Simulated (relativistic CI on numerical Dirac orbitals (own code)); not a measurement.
## Cu3+ in a cubic cluster: 2p photoemission with charge transfer

Computed with a charge-transfer multiplet model of a cubic metal-ligand cluster with up to 2 ligand holes, Slater and spin-orbit integrals from Dirac-Coulomb-Breit ions, Slater integrals scaled by 0.8. The ground state mixes d8 with configurations of k ligand holes L, whose averages lie at kΔ + k(k − 1)U_dd/2; a core hole lowers each added d electron by U_cd. 300 K, Lorentzian 0.6 eV and Gaussian 0.8 eV FWHM.

Atomic integrals in eV (Slater integrals scaled, ζ unscaled), ground: F2dd 11.066, F4dd 6.905, zeta_d 0.110; with the core hole: F2dd 12.413, F4dd 7.786, zeta_d 0.150, zeta_core 13.370, F2cd 7.564, G1cd 5.867, G3cd 3.340.

Cluster parameters (eV): Δ = 3.6, U_dd = 8.4, U_cd = 10.7, 10Dq = 0.3, 10Dq(ligand) = 0.7, final-state hopping factor = 0.8.

```
                             Case   n_d    d8   d9L  d10L2     S
  V(eg) = 2 eV, V(t2g) = -1.06 eV  8.20  0.80  0.19   0.00  1.00
V(eg) = 2.6 eV, V(t2g) = -1.38 eV  8.28  0.73  0.26   0.01  1.00
V(eg) = 2.9 eV, V(t2g) = -1.54 eV  8.31  0.71  0.28   0.01  1.00
 V(eg) = 3.2 eV, V(t2g) = -1.7 eV  8.34  0.68  0.30   0.02  1.00
V(eg) = 3.5 eV, V(t2g) = -1.86 eV  8.36  0.66  0.33   0.02  1.00
```

Weights, n_d and S are thermal averages at 300 K. Binding energies count from the first peak over 30 % of the highest in each spectrum, which can be another peak from case to case. The parameters are a model scan and need not match a compound or its usual spin state. Peaks in eV (height, largest 100):
- V(eg) = 2 eV, V(t2g) = -1.06 eV: 0.0 (100), 5.3 (63), 8.3 (40), 9.5 (52), 12.3 (26), 20.5 (42), 25.5 (33), 30.0 (55), 32.1 (10)
- V(eg) = 2.6 eV, V(t2g) = -1.38 eV: 0.0 (100), 6.3 (56), 10.8 (28), 13.5 (15), 20.5 (45), 26.5 (31), 31.3 (29), 33.2 (7)
- V(eg) = 2.9 eV, V(t2g) = -1.54 eV: 0.0 (100), 6.7 (52), 11.7 (21), 14.1 (12), 20.5 (46), 27.0 (29), 31.9 (22), 33.8 (5)
- V(eg) = 3.2 eV, V(t2g) = -1.7 eV: 0.0 (100), 7.2 (48), 12.5 (17), 14.7 (10), 20.5 (47), 27.5 (27), 32.6 (17)
- V(eg) = 3.5 eV, V(t2g) = -1.86 eV: 0.0 (100), 7.7 (44), 13.3 (14), 15.3 (8), 16.4 (5), 20.4 (48), 28.0 (25), 33.4 (13)

Curve for V(eg) = 2.9 eV, V(t2g) = -1.54 eV (points under 2 left out, the grid thinned):

E (eV), Intensity and a bar:
```
     -3.0        2.1 
     -2.2        3.7 #
     -1.3       11.5 ####
     -0.5       61.8 #######################
      0.4       81.1 ##############################
      1.2       30.5 ###########
      2.0       12.4 ####
      2.9        5.7 #
      3.7        4.7 #
      4.5        4.5 #
      5.4        8.4 ##
      6.2       35.1 #############
      7.1       46.1 #################
      7.9       22.5 ########
      8.7        8.6 ##
      9.6       10.3 ###
     10.4       13.7 ####
     11.3       20.2 #######
     12.1       19.6 #######
     12.9        8.2 ##
     13.8       11.0 ###
     14.6        8.4 ##
     15.4        6.4 ##
     16.3        3.1 
     18.3        2.3 
     19.2        6.4 ##
     20.0       31.5 ###########
     20.8       42.0 ###############
     21.7       14.8 #####
     22.5        6.3 ##
     23.4        2.8 
     24.2        2.3 
     25.0        2.3 
     25.9        5.9 #
     26.7       24.8 #########
     27.6       17.7 ######
     28.4        4.4 #
     29.2        2.1 
     30.1        3.1 
     30.9        8.2 ##
     31.7       20.1 #######
     32.6       10.4 ###
     33.4        4.9 #
     34.3        4.3 #
     35.1        2.0
```

For the case V(eg) = 2.6 eV, V(t2g) = -1.38 eV, Δ = 3.6 eV is smaller than U_dd = 8.4 eV, the charge-transfer side of the Zaanen-Sawatzky-Allen scheme. With the core hole the average of the configuration with one ligand hole lies at Δ − U_cd = -7.1 eV before mixing: it lies below the unscreened one, so the lowest final states are mostly screened and the unscreened weight appears at higher binding energy as a satellite.
